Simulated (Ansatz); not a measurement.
Results of the Gaussian-basis code of Ansatz.

A structure relaxed at PBE0-D4/def2-TZVP, charge 0, multiplicity 1:

```xyz
15

B     1.1160   -0.3793   -2.0124
N     1.1525    0.3380   -0.8157
Si   -0.1271    0.5955    0.3586
C     0.3689   -0.1526    1.9954
C    -1.7212   -0.1251   -0.2719
H     0.0986   -0.9134   -2.3519
H     2.1029   -0.4551   -2.6893
H     2.0397    0.7674   -0.5878
H    -0.2714    2.0692    0.5441
H    -0.3851    0.0522    2.7602
H     0.4817   -1.2365    1.9090
H     1.3185    0.2583    2.3481
H    -1.6449   -1.2064   -0.4056
H    -2.5199    0.0733    0.4480
H    -2.0092    0.3146   -1.2287
```

Q: Give its formula and SMILES.

A: C2H10BNSi, `BN[SiH](C)C`.

Q: Point group (tolerance 0.08 Å, 0.16 Å for H)?

A: C1.

Q: Summarise the bond lengths by kind.

A: 1 × B–N 1.396 Å; 2 × B–H 1.198 to 1.199 Å; 1 × N–Si 1.756 Å; 1 × H–N 1.012 Å; 2 × C–Si 1.860 to 1.867 Å; 1 × H–Si 1.492 Å; 6 × C–H 1.092 to 1.093 Å.
